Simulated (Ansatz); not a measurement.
Process, species as SMILES: [AsH2] (AsH2) → [AsH2-] (an electron is taken up)
B3LYP-D3(BJ)/def2-TZVP geometries, fixed; electronic energies without zero-point terms; positive where energy is released.

Basis-set convergence of the adiabatic electron affinity at PBE with Ansatz (an electronic-structure program). All functions are spherical. The program fits the integrals of some runs and decomposes those of others, by size. Open shells are unrestricted. No added dispersion term, no relativity. Functions are those of the species that has most. Reference: the value in aug-cc-pV5Z, 1.274 eV, itself unsure by roughly 0.049 eV (its mean distance from aug-pcseg-3, aug-cc-pVQZ, def2-QZVPPD). Deviations are taken from unrounded values.

| basis | functions | adiabatic electron affinity (eV) |
|---|---|---|
| cc-pVDZ | 37 | 0.584 |
| aug-cc-pVDZ | 54 | 1.252 |
| pcseg-1 | 37 | 0.703 |
| aug-pcseg-1 | 54 | 1.278 |
| def2-SVP | 42 | 0.557 |
| def2-SVPD | 54 | 0.764 |
| def2-TZVP | 60 | 0.816 |
| def2-TZVPD | 72 | 0.971 |
| cc-pVTZ | 71 | 1.007 |
| aug-cc-pVTZ | 105 | 1.268 |
| pcseg-2 | 71 | 1.085 |
| aug-pcseg-2 | 105 | 1.275 |
| def2-TZVPP | 76 | 0.820 |
| def2-TZVPPD | 88 | 0.965 |
| cc-pVQZ | 128 | 1.119 |
| aug-cc-pVQZ | 185 | 1.267 |
| pcseg-3 | 134 | 1.172 |
| aug-pcseg-3 | 191 | 1.276 |
| def2-QZVPP | 149 | 1.121 |
| def2-QZVPPD | 161 | 1.136 |
| cc-pV5Z | 214 | 1.170 |
| aug-cc-pV5Z | 300 | 1.274 |

What the diffuse functions change, pair by pair:
- cc-pVDZ to aug-cc-pVDZ: 17 more functions, deviation -0.690 to -0.022 eV
- pcseg-1 to aug-pcseg-1: 17 more functions, deviation -0.571 to 0.004 eV
- def2-SVP to def2-SVPD: 12 more functions, deviation -0.717 to -0.510 eV
- def2-TZVP to def2-TZVPD: 12 more functions, deviation -0.457 to -0.303 eV
- cc-pVTZ to aug-cc-pVTZ: 34 more functions, deviation -0.267 to -0.006 eV
- pcseg-2 to aug-pcseg-2: 34 more functions, deviation -0.188 to 0.001 eV
- def2-TZVPP to def2-TZVPPD: 12 more functions, deviation -0.454 to -0.309 eV
- cc-pVQZ to aug-cc-pVQZ: 57 more functions, deviation -0.155 to -0.007 eV
- pcseg-3 to aug-pcseg-3: 57 more functions, deviation -0.102 to 0.002 eV
- def2-QZVPP to def2-QZVPPD: 12 more functions, deviation -0.153 to -0.138 eV
- cc-pV5Z to aug-cc-pV5Z: 86 more functions, deviation -0.104 to 0.000 eV

Leaving out the reference's own pair, they bring the value nearer the reference by more than 0.049 eV in 9 of 10 pairs.
